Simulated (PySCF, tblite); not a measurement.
Isomers of C4H7F3S2Si, one GFN2-xTB conformer each. Single-point energies are computed at PBE0/pcSseg-1 (PySCF, gas phase, no added dispersion term), electronic only.

Question: Rank them by PBE0/pcSseg-1 energy, lowest first (kJ/mol).
A. `[CH3:1][Si@@H:2]1[S:3][CH2:4][C@@H:5]([C:6]([F:7])([F:8])[F:9])[S:10]1` with C1–Si2–S3–C4 -139°, Si2–S3–C4–C5 47°, S3–C4–C5–C6 180°, C4–C5–S10–Si2 36°
B. `[CH3:1][SiH:2]([CH3:3])[S:4][C:5](=[S:6])[C:7]([F:8])([F:9])[F:10]` with C1–Si2–S4–C5 -71°, Si2–S4–C5–S6 1°
C. `[CH2:1]=[CH:2][S:3][SiH2:4][S:5][CH2:6][C:7]([F:8])([F:9])[F:10]` with C1–C2–S3–Si4 -175°, C2–S3–Si4–S5 -56°, S3–Si4–S5–C6 -44°, Si4–S5–C6–C7 -83°

Answer: A (0.0), B (130.2), C (135.5).

As drawn, the lowest has an Si–C bond, which the highest lacks; the highest has a C=C bond outside aromatic rings, which the lowest lacks. Neighbours under 10 kJ/mol apart (C[SiH](C)SC(=S)C(F)(F)F and C=CS[SiH2]SCC(F)(F)F) can change places with a better method, another conformer or zero-point energy. GFN2-xTB itself gives, in the same order: 0.0, 145.3, 100.2. Both levels put the same isomer lowest; measured from each level's own lowest isomer, the values differ by up to 35.3 kJ/mol (C=CS[SiH2]SCC(F)(F)F: 100.2 against 135.5).

Q: Which frontier levels, dipoles and rotational constants go with these structures?

A: 
```csv
SMILES,"HOMO (eV, PBE0/pcSseg-1)",LUMO (eV),dipole (D),"A, B, C (MHz)"
C[Si@@H]1SC[C@@H](C(F)(F)F)S1,-7.37,-0.62,2.59,"1610, 540.3, 457.0"
C[SiH](C)SC(=S)C(F)(F)F,-7.08,-2.81,4.75,"1534, 501.0, 432.3"
C=CS[SiH2]SCC(F)(F)F,-7.00,-0.53,2.21,"1376, 461.0, 433.8"
```

Q: What happens when harmonic zero-point energies from GFN2-xTB frequencies are added?

A: 
```json
{"SMILES": "C[Si@@H]1SC[C@@H](C(F)(F)F)S1", "ZPE (kJ/mol)": "280.7", "electronic (kJ/mol)": "0.0", "with ZPE (kJ/mol)": "0.0"}
{"SMILES": "C[SiH](C)SC(=S)C(F)(F)F", "ZPE (kJ/mol)": "271.1", "electronic (kJ/mol)": "130.2", "with ZPE (kJ/mol)": "120.5"}
{"SMILES": "C=CS[SiH2]SCC(F)(F)F", "ZPE (kJ/mol)": "267.9", "electronic (kJ/mol)": "135.5", "with ZPE (kJ/mol)": "122.8"}
```

The zero-point energies span 12.8 kJ/mol. The order is unchanged.
